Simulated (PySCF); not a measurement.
**Be6Se6: core ionisation energies**

Species: (BeSe)6 ring, Be6Se6.
Z-matrix (Å and degrees, PBE0-D3(BJ)/def2-SVP geometry), rows numbered from 1:
```
Be
Se  1  2.0244
Be  2  2.0244  1   87.99
Se  3  2.0302  2  174.15  1  -111.54
Be  4  2.0191  3   80.02  2    63.41
Se  5  2.0190  4  169.55  3    51.13
Be  6  2.0303  5   80.29  4    55.30
Se  7  2.0243  6  173.95  5    62.73
Be  8  2.0247  7   87.77  6  -112.41
Se  9  2.0301  8  174.17  7  -109.70
Be 10  2.0186  9   79.88  8    60.51
Se 11  2.0184 10  169.10  9    52.55
```

Computed, not measured: delta-SCF UKS SCAN, pcX-2 on the ionised atom, pcseg-1 elsewhere, spin-free X2C (PySCF 2.14.0). Binding energies are ΔSCF values: E(core-ionised, relaxed orbitals) − E(ground state) at a fixed geometry, referred to the vacuum level.

Problem. List the computed XPS lines with their assignment.

Solution. 
```json
{"atom(s)": "Be1 (×6)", "environment": "beryllium bonded to 2 Se", "level": "Be 1s", "binding energy (eV)": "120.85", "count": "6"}
```

Problem. What is the longest wavelength that can ionise Be 1s of Be1 (×6) vertically?

Solution. λ = hc/E = 12398.42 eV Å / 120.85 eV = 102.593 Å.

Problem. Which photon energy gives electrons from Be 1s of Be1 (×6) a kinetic energy of 20 eV, and what is their de Broglie wavelength?

Solution. hν = 120.85 + 20 = 140.85 eV, recoil neglected; λ = 12.264 Å/√(E/eV) = 2.74 Å.

One atom of each set of topologically equivalent atoms was ionised and stands for the set; in this conformer not all members are related by symmetry, and their own values weren't computed. No level of selenium is listed. Geometry: PBE0-D3(BJ)/def2-SVP; no solvent, vibrations or thermal averaging.
